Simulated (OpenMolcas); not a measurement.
## Tb4+: effect of the metal basis and ligand basis

Tb4+ with 6 ligands (chloride) in octahedral coordination (Oh) at 2.52 Å. A charge of +0.333 e stands 2.6 Å behind each ligand.

```
Program             : OpenMolcas 26.06
Method              : CASSCF
Spin-orbit coupling : state interaction with AMFI integrals over the reference wave functions
```

Fixed: active space 7 electrons in 7 orbitals (4f), DKH2 Hamiltonian.

States (labels of O, the rotations of Oh). Energies in cm-1 above the lowest state or level, χT in cm3 K/mol.

```
Run   Metal basis  Ligand basis  Ground state  χT at 300 K                     Cost
  A  ANO-RCC-VDZP  ANO-RCC-VDZP           8A1        7.840  roughly 80 core-seconds
  B  ANO-RCC-VTZP  ANO-RCC-VTZP           8A1        7.842   roughly 6 core-minutes
```

Costs are those of the RASSCF and RASSI steps.

No quartet enters the spin-orbit mixing, so the splitting and order within the octet and the sextets are unsound, and g values and χT are rough. No measured value stands beside these numbers; the geometry was imposed, not optimised, and the real ion may take another.
